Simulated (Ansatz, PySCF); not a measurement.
Dimer: H2 (SMILES [H][H]) (first 2 atoms) with C4H6 (SMILES C=CC=C); geometry from B3LYP-D3(BJ)/def2-TZVP.
(charge 0, multiplicity 1):
```csv
atom,x (Å),y (Å),z (Å)
H,-0.3978,-0.7720,-0.1385
H,-0.3146,-0.3297,0.4548
C,0.9178,1.5270,2.6492
C,0.0083,0.8175,3.3196
C,0.1371,-0.5963,3.6224
C,-0.7762,-1.3066,4.2861
H,1.8317,1.0716,2.2856
H,0.7788,2.5796,2.4435
H,-0.8979,1.3045,3.6693
H,1.0429,-1.0837,3.2725
H,-0.6399,-2.3603,4.4883
H,-1.6909,-0.8510,4.6475
```

Basis-set superposition error: the interaction energy with monomers in their own basis, and in the dimer's basis (counterpoise).

Programs: Ansatz (a first-principles code); PySCF for 6-31G* rows. 

```csv
level,uncorrected (kcal/mol),counterpoise (kcal/mol),difference
HF/6-31G*,0.00,0.38,0.38
HF/aug-cc-pVDZ,0.23,0.36,0.13
PBE/def2-TZVPPD,-0.33,-0.30,0.03
B97M-V/def2-TZVPPD,-0.64,-0.59,0.05
PBE0/def2-TZVPPD,-0.27,-0.25,0.02
CAM-B3LYP/def2-TZVPPD,-0.12,-0.09,0.03
B2PLYP/def2-TZVPPD,-0.18,-0.09,0.08
MP2/aug-cc-pVTZ,-0.79,-0.58,0.21
SCS-MP2/aug-cc-pVDZ,-0.78,-0.28,0.50
SCS-MP2/aug-cc-pVTZ,-0.59,-0.36,0.23
```

The error is largest for SCS-MP2/aug-cc-pVDZ (0.50 kcal/mol) and smallest for PBE0/def2-TZVPPD (0.02 kcal/mol).
